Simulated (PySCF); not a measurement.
Species: C3H8OSi.
Cartesian coordinates in Å at the PBE0-D3(BJ)/def2-SVP level; atoms count from 1:
```xyz
13
C3H8OSi angstrom
C     -2.242    0.113    0.345
C     -0.759    0.116    0.175
C     -0.079   -0.860   -0.436
O      1.258   -0.918   -0.625
Si     2.387    0.244   -0.185
H     -2.707    0.993   -0.130
H     -2.528    0.141    1.410
H     -2.695   -0.786   -0.099
H     -0.210    0.976    0.582
H     -0.588   -1.736   -0.854
H      3.694   -0.285   -0.655
H      2.078    1.548   -0.843
H      2.400    0.432    1.297
```

Linear response at B3LYP/def2-SVPD (PySCF, frozen core in the response, non-relativistic).

Static isotropic polarisability: 70.17 au (10.40 Å³), principal values 56.0, 64.8, 89.8 au.

(1) What is the polarisability at 1064 nm and at the sodium D line?

(2) What is the isotropic C6 coefficient between two such molecules, C6 = (3/π)∫α(iω)² dω?

(3) Which effective excitation energy ω̄ makes London's formula C6 = (3/4)α²ω̄ exact here?

(4) What molar refraction at the D line follows from R = (4π/3)·N_A·α′, with α′ the polarisability volume?

(5) What n − 1 at the D line would an ideal gas of it have at 273.15 K and 1 atm (2.6868 × 10¹⁹ cm⁻³), by n − 1 = 2π·N·α′?

(6) How anisotropic is the static polarisability, by Δα² = ½[(α1 − α2)² + (α2 − α3)² + (α3 − α1)²]?

(7) How many electrons N does the Slater–Kirkwood formula C6 = (3/4)·√N·α^(3/2) need to give this C6?

(8) What does −C6/R⁶ come to at R = 12 Å between centres?

(9) What three-body coefficient follows from the one-pole estimate C9 = (3/4)·α·C6?

Results:

(1) 70.88 au at 1064 nm (+1.0 %), 72.56 au at 589.3 nm (+3.4 %). The rise at 589.3 nm is 3.39 times that at 1064 nm; a pure ω² law gives 3.26. The lowest singlet lies at 225 nm, shorter than both wavelengths.

(2) 1861 au (Eh·bohr⁶) by a ten-point quadrature over imaginary frequencies, which is 1110 eV·Å⁶ or 107 J·nm⁶/mol.

(3) ω̄ = 4·C6/(3α²) = 0.504 Eh = 13.7 eV. A one-pole form α(ω) = α/(1 − ω²/ω̄²) fitted to the 1064 nm value gives 11.7 eV. London's choice of the ionisation energy (8.69 eV, ΔSCF at the same level) gives C6 = 1180 au, 37 % too low.

(4) α′ = 10.75 Å³ gives R = 27.12 cm³/mol, for isolated, non-vibrating species.

(5) 18.15 × 10⁻⁴, a formal value whether or not that pressure can be reached.

(6) Δα = 30.4 au, or 0.43 of the isotropic value.

(7) N = (4·C6/3)²/α³ = 17.8; the species has 48 electrons in all.

(8) -36 J/mol. This is the leading, orientation-averaged term; C8 and higher terms are left out.

(9) 98000 au. This is an estimate from the two numbers above, not a computed integral.

One conformer stands for the species.
